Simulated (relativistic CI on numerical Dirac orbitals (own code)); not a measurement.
**Electric-dipole transitions in Sr28+**

Method of calculation: Dirac-Coulomb-Breit CI, KLI orbitals optimised for each configuration, a model potential for QED, unscaled Slater integrals (own radial code, finite nucleus).

Configuration list (outside the closed core 1s2): 2s²2p⁶, 2s²2p⁵3s, 2s²2p⁵3p, 2s²2p⁵3d, 2s2p⁶3s, 2s2p⁶3p, 2s2p⁶3d, 2s²2p⁵4s, 2s²2p⁵4p, 2s²2p⁵4d, 2s²2p⁵4f, 2s2p⁶4s, 2s2p⁶4p, 2s²2p⁴3s², 2s2p⁶4d, 2s2p⁶4f, 2s²2p⁵5s, 2s²2p⁵5p, 2s²2p⁵5d, 2s²2p⁴3s3p, 2s²2p⁵5f, 2s²2p⁵5g, 2s²2p⁴3p², 2s²2p⁴3s3d, 2s²2p⁴3p3d, 2s2p⁵3s², 2s2p⁵3s3p, 2s²2p⁴3d², 2s2p⁶5s, 2s2p⁶5p, 2s2p⁵3p², 2s2p⁶5d, 2s2p⁵3s3d, 2s2p⁶5f, 2s2p⁶5g, 2s2p⁵3p3d. Levels of other configurations are missing.

| λ vac (Å) | Lower | Upper | A (s⁻¹) | E lower (eV) | E upper (eV) |
| --- | --- | --- | --- | --- | --- |
| 5.8793 | 2s²2p⁶ ¹S0 [1] | 2s²2p⁵3d ¹P°1 [27] | 1.17e+14 | 0.00 | 2108.81 |
| 6.0579 | 2s²2p⁶ ¹S0 [1] | 2s²2p⁵3d ¹P°1 [23] | 1.01e+14 | 0.00 | 2046.66 |
| 17.663 | 2s²2p⁵3s ³P°2 [2] | 2s²2p⁵4p ³D3 [42] | 2.06e+12 | 1876.66 | 2578.62 |
| 18.463 | 2s²2p⁵3p ³D2 [5] | 2s²2p⁵4d ³F°3 [48] | 4.11e+12 | 1935.34 | 2606.85 |
| 18.876 | 2s²2p⁵3p ³D3 [8] | 2s²2p⁵4d ³F°4 [50] | 5.00e+12 | 1950.68 | 2607.50 |
| 18.900 | 2s²2p⁵3p ³D2 [16] | 2s²2p⁵4d ³F°3 [70] | 4.97e+12 | 2023.13 | 2679.13 |
| 18.955 | 2s²2p⁵3p ³P2 [10] | 2s²2p⁵4d ³D°3 [52] | 4.01e+12 | 1955.84 | 2609.94 |
| 20.637 | 2s²2p⁵3d ³P°1 [15] | 2s²2p⁵4f ³D2 [58] | 5.76e+12 | 2022.26 | 2623.04 |
| 20.739 | 2s²2p⁵3d ³F°2 [24] | 2s²2p⁵4f ³G3 [72] | 9.73e+12 | 2095.64 | 2693.46 |
| 20.780 | 2s²2p⁵3d ³F°3 [17] | 2s²2p⁵4f ³G4 [57] | 9.48e+12 | 2026.11 | 2622.75 |
| 20.782 | 2s²2p⁵3d ³D°2 [18] | 2s²2p⁵4f ³F3 [60] | 5.83e+12 | 2027.20 | 2623.80 |
| 20.801 | 2s²2p⁵3d ³F°4 [19] | 2s²2p⁵4f ³G5 [59] | 1.04e+13 | 2027.22 | 2623.27 |
| 20.828 | 2s2p⁶3d ³D3 [36] | 2s2p⁶4f ³F°4 [119] | 9.50e+12 | 2295.02 | 2890.29 |
| 20.844 | 2s²2p⁵3d ³D°2 [25] | 2s²2p⁵4f ³D3 [75] | 9.93e+12 | 2099.47 | 2694.28 |
| 20.885 | 2s²2p⁵3d ¹D°2 [21] | 2s²2p⁵4f ¹F3 [62] | 7.70e+12 | 2030.52 | 2624.18 |
| 20.905 | 2s²2p⁵3d ³F°3 [26] | 2s²2p⁵4f ³G4 [74] | 1.03e+13 | 2101.12 | 2694.21 |
| 20.996 | 2s²2p⁵3d ³D°3 [22] | 2s²2p⁵4f ³F4 [63] | 8.89e+12 | 2034.04 | 2624.56 |
| 21.192 | 2s²2p⁵3d ¹P°1 [27] | 2s²2p⁵4f ³F2 [73] | 8.27e+12 | 2108.81 | 2693.86 |
| 21.475 | 2s²2p⁵3d ¹P°1 [23] | 2s²2p⁵4f ¹D2 [61] | 7.75e+12 | 2046.66 | 2624.01 |
| 45.187 | 2s²2p⁵4d ³F°3 [48] | 2s²2p⁵5f ³G4 [103] | 1.66e+12 | 2606.85 | 2881.23 |
| 45.254 | 2s²2p⁵4d ³F°4 [50] | 2s²2p⁵5f ³G5 [105] | 1.81e+12 | 2607.50 | 2881.48 |
| 45.551 | 2s²2p⁵4d ³D°3 [52] | 2s²2p⁵5f ³F4 [110] | 1.57e+12 | 2609.94 | 2882.13 |
| 47.725 | 2s²2p⁵4f ³G4 [57] | 2s²2p⁵5g ¹H°5 [114] | 2.95e+12 | 2622.75 | 2882.54 |
| 47.759 | 2s²2p⁵4f ³G3 [72] | 2s²2p⁵5g ³H°4 [136] | 2.93e+12 | 2693.46 | 2953.07 |
| 47.785 | 2s²2p⁵4f ³G5 [59] | 2s²2p⁵5g ³H°6 [115] | 3.02e+12 | 2623.27 | 2882.74 |
| 47.812 | 2s²2p⁵4f ³F2 [73] | 2s²2p⁵5g ³G°3 [137] | 2.82e+12 | 2693.86 | 2953.18 |
| 47.852 | 2s²2p⁵4f ³D3 [75] | 2s²2p⁵5g ³F°4 [139] | 2.97e+12 | 2694.28 | 2953.38 |
| 47.858 | 2s²2p⁵4f ³G4 [74] | 2s²2p⁵5g ³H°5 [138] | 3.02e+12 | 2694.21 | 2953.28 |
| 47.964 | 2s²2p⁵4f ³F4 [63] | 2s²2p⁵5g ³G°5 [117] | 2.79e+12 | 2624.56 | 2883.05 |
| 47.970 | 2s2p⁶4f ³F°4 [119] | 2s2p⁶5g ³G5 [156] | 2.89e+12 | 2890.29 | 3148.75 |

Terms are leading LS components. Brackets give the number of a level in order of energy, since labels repeat. The list gives strong lines, with weight on those to low levels, without lines whose two gauges differ by over a factor of 2.5, among the lowest 157 of 838 levels, so that lines to higher ones, which can be the strongest, are missing. Levels whose partners in the same complex of configurations lie outside the list can be far off, and so can their lines. Rates are taken at the computed energies, electric ones in the length gauge.

At this charge energies of transitions that change n are usually good to better than 1 %, and those within a shell (Δn = 0) to a few per cent.

LS names give the leading component of a level, which can be under half, so a name can repeat, a term be missing and a line seem to break the LS rules.
